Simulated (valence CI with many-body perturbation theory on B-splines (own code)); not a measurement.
## Tc³⁶⁺: electric-dipole lines

Method: valence CI with perturbative core correlation (CI+MBPT): five valence electrons over a frozen Dirac-Fock core [He], radial functions for each j: 9 s, 9 p, 8 d, 6 f, 3 g, 1 h, with the one-electron correlation potential Σ1 (screened to all orders), the two-electron term Σ2, the three-electron term Σ3, Breit, model QED; selected single and double excitations, second order for the rest (own B-spline code, finite nucleus).

The last digits are not significant, and no measured levels were compared; by estimate large intervals hold to a few tenths of a per cent, small ones and those within an open d or f shell to about a per cent. Among the levels kept, up to 1900 cm⁻¹ of a level comes from second order outside the variational space, and about a tenth of that is noise between levels of different J, which matters for small intervals.

Lines 101 to 150 of 252 in falling wavelength, among levels below 3188.6 eV, chosen from the strongest by gf and those to the six lowest levels. Wavelengths and rates use the calculated energies. Electric multipoles are in the length gauge, E1 and E2 with the static RPA response of the core. Weak lines are less certain than strong ones. Lines between different terms over intervals too small for the method are left out, as are lines whose strength nearly cancels. The highest levels of a list are the least certain.

Levels are named by their leading jj configuration (3d3/2^4 stands for four electrons in 3d with j = 3/2), which in mixed levels can hold well under half, so a name can repeat and another be missing. Letters in brackets count levels of one name in rising energy.

```
λ vac (Å)                               Upper                         Lower   A (s⁻¹)  S (a.u.) with core polarisation  S without
    41.16  (2s 2p1/2^2 2p3/2 3p1/2) J=3/2 [b]    (2s^2 2p1/2^2 3p1/2) J=1/2  1.69e+11                         2.32e-02   2.33e-02
    41.02  (2s 2p1/2^2 2p3/2 3p3/2) J=3/2 [b]    (2s^2 2p1/2^2 3p3/2) J=3/2  1.72e+11                         2.35e-02   2.35e-02
    40.96               (2p1/2 2p3/2^4) J=1/2  (2s 2p1/2 2p3/2^3) J=3/2 [b]  4.23e+11                         2.87e-02   2.88e-02
    40.86     (2s 2p1/2^2 2p3/2 3s) J=3/2 [b]       (2s^2 2p1/2^2 3s) J=1/2  1.66e+11                         2.24e-02   2.25e-02
    39.72        (2s 2p1/2 2p3/2^3) J=3/2 [b]    (2s^2 2p1/2 2p3/2^2) J=1/2  8.38e+10                         1.04e-02   1.04e-02
    39.51            (2s 2p1/2 2p3/2^3) J=5/2    (2s^2 2p1/2 2p3/2^2) J=3/2  5.70e+09                         1.04e-03   1.04e-03
    39.40               (2p1/2 2p3/2^4) J=1/2      (2s 2p1/2 2p3/2^3) J=1/2  1.42e+11                         8.54e-03   8.56e-03
    39.01                  (2s 2p3/2^4) J=1/2          (2s^2 2p3/2^3) J=3/2  4.46e+11                         2.61e-02   2.62e-02
    38.95          (2s 2p1/2^2 2p3/2^2) J=1/2    (2s^2 2p1/2^2 2p3/2) J=3/2  1.88e+11                         1.09e-02   1.10e-02
    38.90             (2p1/2^2 2p3/2^3) J=3/2    (2s 2p1/2^2 2p3/2^2) J=3/2  2.34e+11                         2.72e-02   2.72e-02
    38.84          (2s 2p1/2^2 2p3/2^2) J=3/2    (2s^2 2p1/2^2 2p3/2) J=3/2  2.89e+11                         3.34e-02   3.35e-02
    37.12        (2s 2p1/2 2p3/2^3) J=3/2 [b]    (2s^2 2p1/2 2p3/2^2) J=5/2  4.10e+11                         4.14e-02   4.15e-02
    36.65            (2s 2p1/2 2p3/2^3) J=1/2    (2s^2 2p1/2 2p3/2^2) J=3/2  3.16e+11                         1.53e-02   1.54e-02
    35.40        (2s 2p1/2 2p3/2^3) J=3/2 [b]    (2s^2 2p1/2 2p3/2^2) J=3/2  1.48e+09                         1.29e-04   1.30e-04
    33.70             (2p1/2^2 2p3/2^3) J=3/2    (2s 2p1/2^2 2p3/2^2) J=5/2  8.35e+10                         6.31e-03   6.32e-03
    30.98        (2s 2p1/2 2p3/2^3) J=3/2 [a]    (2s^2 2p1/2^2 2p3/2) J=3/2  1.69e+10                         9.94e-04   9.96e-04
    27.63            (2s 2p1/2 2p3/2^3) J=1/2    (2s^2 2p1/2^2 2p3/2) J=3/2  2.07e+10                         4.31e-04   4.32e-04
    26.91        (2s 2p1/2 2p3/2^3) J=3/2 [b]    (2s^2 2p1/2^2 2p3/2) J=3/2  1.83e+10                         7.05e-04   7.07e-04
    26.56                  (2s 2p3/2^4) J=1/2    (2s^2 2p1/2 2p3/2^2) J=3/2  3.37e+10                         6.23e-04   6.25e-04
    4.741          (2s^2 2p1/2^2 3p3/2) J=3/2    (2s 2p1/2^2 2p3/2^2) J=5/2  9.90e+10                         2.08e-05   2.08e-05
    4.652     (2s^2 2p1/2 2p3/2 3s) J=3/2 [b]          (2s^2 2p3/2^3) J=3/2  6.15e+10                         1.22e-05   1.22e-05
    4.593      (2s^2 2p1/2 2p3/2 3p1/2) J=5/2    (2s 2p1/2^2 2p3/2^2) J=5/2  4.04e+10                         1.16e-05   1.16e-05
    4.564  (2s^2 2p1/2 2p3/2 3p1/2) J=3/2 [b]    (2s 2p1/2^2 2p3/2^2) J=5/2  2.92e+11                         5.48e-05   5.47e-05
    4.555  (2s^2 2p1/2 2p3/2 3p3/2) J=5/2 [a]    (2s 2p1/2^2 2p3/2^2) J=5/2  1.78e+11                         4.99e-05   4.98e-05
    4.541  (2s^2 2p1/2 2p3/2 3p3/2) J=3/2 [a]    (2s 2p1/2^2 2p3/2^2) J=5/2  6.34e+10                         1.17e-05   1.17e-05
    4.524     (2s 2p1/2^2 2p3/2 3s) J=3/2 [a]    (2s 2p1/2^2 2p3/2^2) J=1/2  5.36e+12                         9.79e-04   9.76e-04
    4.523  (2s^2 2p1/2 2p3/2 3p3/2) J=3/2 [b]    (2s 2p1/2^2 2p3/2^2) J=5/2  1.09e+12                         1.98e-04   1.98e-04
    4.511  (2s^2 2p1/2 2p3/2 3p3/2) J=5/2 [b]    (2s 2p1/2^2 2p3/2^2) J=5/2  5.56e+11                         1.51e-04   1.51e-04
    4.494     (2s^2 2p1/2 2p3/2 3s) J=3/2 [a]    (2s^2 2p1/2 2p3/2^2) J=1/2  8.24e+10                         1.48e-05   1.47e-05
    4.485         (2s^2 2p1/2 2p3/2 3s) J=1/2    (2s^2 2p1/2 2p3/2^2) J=1/2  6.57e+12                         5.85e-04   5.83e-04
    4.478         (2s 2p1/2 2p3/2^2 3s) J=3/2  (2s 2p1/2 2p3/2^3) J=3/2 [a]  1.14e+13                         2.02e-03   2.02e-03
    4.473         (2s 2p1/2^2 2p3/2 3s) J=5/2    (2s 2p1/2^2 2p3/2^2) J=5/2  5.23e+12                         1.39e-03   1.38e-03
    4.467         (2s 2p1/2^2 2p3/2 3s) J=1/2    (2s 2p1/2^2 2p3/2^2) J=3/2  1.23e+13                         1.08e-03   1.08e-03
    4.466     (2s^2 2p1/2 2p3/2 3s) J=3/2 [b]    (2s^2 2p1/2 2p3/2^2) J=1/2  6.70e+12                         1.18e-03   1.18e-03
    4.462     (2s 2p1/2^2 2p3/2 3s) J=3/2 [b]    (2s 2p1/2^2 2p3/2^2) J=3/2  8.74e+12                         1.53e-03   1.53e-03
    4.459     (2s^2 2p1/2 2p3/2 3s) J=3/2 [a]    (2s^2 2p1/2 2p3/2^2) J=5/2  1.69e+12                         2.95e-04   2.94e-04
    4.454             (2s^2 2p3/2^2 3s) J=5/2          (2s^2 2p3/2^3) J=3/2  2.81e+12                         7.36e-04   7.34e-04
    4.449          (2s^2 2p1/2^2 3d3/2) J=3/2    (2s^2 2p1/2 2p3/2^2) J=1/2  1.29e+11                         2.24e-05   2.24e-05
    4.446             (2s^2 2p3/2^2 3s) J=3/2          (2s^2 2p3/2^3) J=3/2  7.56e+12                         1.31e-03   1.31e-03
    4.446     (2s 2p1/2^2 2p3/2 3s) J=3/2 [a]    (2s 2p1/2^2 2p3/2^2) J=5/2  1.45e+13                         2.51e-03   2.50e-03
    4.443  (2s^2 2p1/2 2p3/2 3d3/2) J=3/2 [a]          (2s^2 2p3/2^3) J=3/2  1.32e+13                         2.29e-03   2.29e-03
    4.442  (2s^2 2p1/2 2p3/2 3d3/2) J=5/2 [a]          (2s^2 2p3/2^3) J=3/2  6.22e+10                         1.61e-05   1.61e-05
    4.441  (2s^2 2p1/2 2p3/2 3d3/2) J=1/2 [a]          (2s^2 2p3/2^3) J=3/2  2.31e+11                         2.00e-05   2.00e-05
    4.438         (2s^2 2p1/2 2p3/2 3s) J=5/2    (2s^2 2p1/2 2p3/2^2) J=5/2  7.62e+12                         1.97e-03   1.97e-03
    4.437             (2s^2 2p1/2^2 3s) J=1/2    (2s^2 2p1/2^2 2p3/2) J=3/2  1.73e+13                         1.49e-03   1.48e-03
    4.433     (2s^2 2p1/2 2p3/2 3s) J=3/2 [a]    (2s^2 2p1/2 2p3/2^2) J=3/2  6.60e+12                         1.14e-03   1.13e-03
    4.432     (2s^2 2p1/2 2p3/2 3s) J=3/2 [b]    (2s^2 2p1/2 2p3/2^2) J=5/2  1.36e+13                         2.34e-03   2.33e-03
    4.424         (2s^2 2p1/2 2p3/2 3s) J=1/2    (2s^2 2p1/2 2p3/2^2) J=3/2  1.68e+13                         1.44e-03   1.44e-03
    4.420  (2s^2 2p1/2 2p3/2 3d5/2) J=5/2 [a]          (2s^2 2p3/2^3) J=3/2  3.89e+11                         9.94e-05   9.94e-05
    4.418  (2s^2 2p1/2 2p3/2 3d5/2) J=3/2 [a]          (2s^2 2p3/2^3) J=3/2  5.15e+11                         8.76e-05   8.75e-05
```
